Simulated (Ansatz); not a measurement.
A nudged elastic band was laid between two geometries of C₂H₆GeS (10 atoms, charge 0, multiplicity 1).

Method: RKS PBE0-D4/def2-SVP (Ansatz 0.2.0).

| Property | Result |
| --- | --- |
| movable images | 5 |
| climbing image | yes |
| spring | 5.0 eV/Å² |
| optimiser | quadratic models (default) |
| start path | IDPP |
| force threshold | 0.03 eV/Å |
| iteration limit | 60 |
| end points | relaxed |

First end point:

```xyz
10
Properties=species:S:1:pos:R:3
S -1.724 0.442 -1.187
C -0.098 0.589 -0.442
C 0.801 -0.632 -0.630
Ge 0.335 -0.331 1.230
H -2.417 1.151 -0.269
H 0.392 1.554 -0.619
H 1.828 -0.441 -0.958
H 0.347 -1.502 -1.118
H -0.758 -1.187 1.853
H 1.378 0.307 2.142
```

Last end point:

```xyz
10
Properties=species:S:1:pos:R:3
S -1.970 0.664 -0.386
C -0.205 0.676 -0.121
C 0.636 -0.485 -0.644
Ge 0.486 -0.490 1.291
H -1.960 0.817 -1.735
H 0.259 1.667 -0.189
H 1.600 -0.230 -1.098
H 0.094 -1.271 -1.180
H -0.501 -1.446 1.944
H 1.646 0.047 2.121
```

Task: Which bonds break or form, and what moves?

Result: No bond is made or broken. The dihedral H5–S1–C2–H6 goes from -79 to 76°.

Task: What energy profile does the band end with?

Result: The forces met the threshold. The highest image is number 3 of 0 to 6, 14.8 kJ/mol above the first end and 19.0 kJ/mol above the last; the last end lies 4.2 kJ/mol below the first. A vibrational analysis at the climbing image gives one clearly imaginary mode, 298i cm⁻¹: a first-order saddle point.

| image | path coordinate (Å) | energy (kJ/mol) | dihedral H5–S1–C2–H6 (°) |
| --- | --- | --- | --- |
| 0 | 0.00 | 0.0 | -79 |
| 1 | 0.48 | 2.4 | -59 |
| 2 | 0.96 | 9.5 | -33 |
| 3 | 1.43 | 14.8 | -2 |
| 4 | 1.90 | 8.7 | 30 |
| 5 | 2.36 | -0.9 | 56 |
| 6 | 2.82 | -4.2 | 76 |

Task: What is the geometry of the highest image?

Result: 
```xyz
10
Properties=species:S:1:pos:R:3
S -1.998 0.384 -0.702
C -0.273 0.525 -0.181
C 0.726 -0.492 -0.715
Ge 0.527 -0.583 1.222
H -2.224 1.703 -0.872
H 0.077 1.562 -0.190
H 1.646 -0.106 -1.168
H 0.297 -1.330 -1.277
H -0.301 -1.738 1.771
H 1.605 0.023 2.116
```

Task: What are the harmonic wavenumbers there?

Result: 298i, 152, 304, 418, 460, 473, 572, 601, 717, 788, 829, 899, 912, 985, 1034, 1114, 1253, 1404, 2197, 2226, 2725, 3131, 3188, 3228 cm⁻¹.

The run took 2.4 min on 2 threads of Arm Neoverse V1, with other jobs on the host, peak memory 0.23 GiB.
